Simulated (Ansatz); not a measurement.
`C[N](C)[InH2]` → 2 C• + 8 H• + In• + N•  (atomization)

Program: Ansatz. Geometries: PBE0-D4/def2-TZVP. ΔE: electronic, gas phase. CCSD(T)/CBS is the MP2 limit (def2-TZVPP, def2-QZVPP) plus CCSD(T) − MP2 in def2-TZVPP, frozen cores. This one scheme is used for every species, atoms too. Functionals use def2-TZVPP. No spin–orbit coupling; open shells (•) take unrestricted orbitals. Spin–orbit coupling would lower the free atoms: a little for C; strongly for In. def2 core potentials past Kr. Bonds to In are less sure, by a few kJ/mol each and by 10 to 20 or more in all where they break to atoms, as the def2 sets lack core-valence functions.

`C[N](C)[InH2]`:

```xyz
12

C    -0.484    0.160    1.329
N     0.021   -0.015   -0.006
C    -0.766    0.683   -0.986
In    1.653   -1.117   -0.453
H     0.128   -0.380    2.055
H    -0.495    1.221    1.625
H    -1.518   -0.207    1.426
H    -0.790    1.768   -0.793
H    -0.365    0.535   -1.991
H    -1.812    0.339   -0.990
H     2.398   -1.837    0.908
H     2.028   -1.152   -2.123
```

CCSD(T)/CBS gives +40.74 eV.

Problem. Another level gave +40.29 eV. Which?
A. revPBE/def2-TZVPP
B. r2SCAN/def2-TZVPP
C. PBE-QIDH/def2-TZVPP
D. r2SCAN0-D4/def2-TZVPP

Solution. C. PBE-QIDH 40.29, r2SCAN 40.52, revPBE 39.56, r2SCAN0-D4 40.09 eV.

Largest T1 diagnostic among the species: 0.017.

From BLYP to BHLYP (50 % exact exchange), in def2-TZVPP and without D4, ΔE moves by −0.63 eV: exact exchange takes away binding that semilocal exchange gives to molecules. Leaving LDA and LC-ωPBE aside and taking each functional with its dispersion term where it has one, the values, not all of them listed here, spread over 1.58 eV, from BHLYP-D4 to PBE-D4. LDA lies +5.47 eV from PBE without D4, its usual overbinding. At CCSD(T), def2-SVP lies −2.15 eV from the extrapolated value and def2-TZVPP −1.00 eV: correlation converges slowly with the basis, and small sets miss more of it in the bonded molecule than in its fragments.

For atomizations the MP2-based limit and the directly extrapolated one differ by several kJ/mol either way, and by 10 to 25 for some Ge, Se and Sn compounds, so smaller differences from it don't rank the levels.
